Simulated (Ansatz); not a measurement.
One elementary step

Start structure (Si₂H₆ClOF₃, singlet), relaxed at PBE0-D4/def2-TZVP:

Si1  (-0.945, -0.410, 1.093)
Si2  (0.513, -1.740, -0.145)
F3  (-2.256, 0.090, 0.352)
F4  (-1.488, -1.208, 2.356)
Cl5  (-0.064, 1.264, 1.949)
H6  (0.425, 1.446, -1.426)
O7  (-0.196, 0.706, -1.451)
H8  (1.123, 2.269, 0.437)
F9  (1.501, 2.614, -0.346)
H10  (0.833, -2.922, 0.701)
H11  (-0.160, -2.192, -1.384)
H12  (1.757, -0.985, -0.416)
H13  (-1.043, 1.068, -1.723)
(Å)

The step: Si₂H₃ClF₂ ([F][Si]([F])([SiH3])[Cl]) + H₂O + HF → SiHClOF₂ ([OH][Si]([F])([F])[Cl]) + SiH₄ + HF; bonds formed: Si1–O7, Si2–H8, H6–F9; bonds broken: Si1–Si2, H6–O7, H8–F9. Program: Ansatz 0.2.0. Basis: def2-TZVPP and def2-QZVPP. Cores are frozen in the correlated methods. Extrapolation: Hartree–Fock as exp(−7.88 √X), correlation as X^−2.97. Energies below are by CCSD(T) at an estimated basis limit (MP2 extrapolated from triple and quadruple zeta, plus CCSD(T) − MP2 in triple zeta).

(1) What are the electronic barrier and the energy of the step, from the start structure to the end structure? (To be estimated.)

T1 diagnostic: at most 0.013.

## Answers

(1) The calculation gives: Barrier 195.3 kJ/mol; step energy -101.9 kJ/mol (downhill); reverse barrier, their difference, 297.2 kJ/mol. Barrier and step energy count from the start structure, the reverse barrier from the end structure.

The saddle point: One imaginary mode of 1324i cm⁻¹.
```csv
pair,start (Å),saddle (Å),end (Å)
Si1–O7,2.88,1.84,1.63
Si2–H8,4.10,1.77,1.49
H6–F9,1.92,1.24,0.93
Si1–Si2,2.33,2.58,4.42
H6–O7,0.97,1.11,1.75
H8–F9,0.93,1.28,3.01
```

Zero-point energy (harmonic, PBE0-D4): ZPE is 183.5 kJ/mol at the start and 173.4 kJ/mol at the saddle, so the barrier goes from 195.3 to 185.3 kJ/mol.

Labels in which every atom is bracketed show which atoms are joined, not bond orders.

For scale, one of the runs: CCSD(T)/def2-TZVPP, 334 basis functions, launched by `ansatz run in.yaml --threads 4 --pin off --events-out ev --progress --plain --max-ram 66560MiB --backend cuda --devices 0, --max-vram 37GiB`. Time: 16 s of wall clock on 4 CPU threads of an AMD EPYC 7R13 and a share of one NVIDIA H100; the host was shared. Peak host memory: 0.84 GiB.
